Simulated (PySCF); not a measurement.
B(H)3(CO), CH3BO, singlet, PBE0/def2-SVP optimised geometry.

```
6

B     -0.36    -0.18     0.00
H      0.86    -0.18     0.00
H     -0.86    -0.94    -0.82
H     -0.86     0.94     0.00
O     -1.03    -1.20     2.35
C     -0.75    -0.77     1.35
```

Density from PBE0/def2-TZVP (PySCF) at that geometry.

Minimum of the electron density along straight lines between bonded atoms, close to the bond critical point (lines longer than 1.1 times the sum of covalent radii, or with two minima, are not listed):

```
bond   length / Å  ρ at the minimum / e bohr⁻³  ∇²ρ there / e bohr⁻⁵  position (fraction from the first atom)
-----  ----------  ---------------------------  --------------------  ---------------------------------------
B1–H2       1.220                        0.162                 -0.21                                     0.44
B1–H3       1.220                        0.162                 -0.21                                     0.44
B1–H4       1.220                        0.162                 -0.21                                     0.44
B1–C6       1.519                          [?]                   [?]                                     0.32
O5–C6       1.132                        0.501                   [?]                                     0.66
```

Fill in the missing entries.


- B1–C6, ρ at the minimum / e bohr⁻³: 0.149
- B1–C6, ∇²ρ there / e bohr⁻⁵: 0.57
- O5–C6, ∇²ρ there / e bohr⁻⁵: 0.74
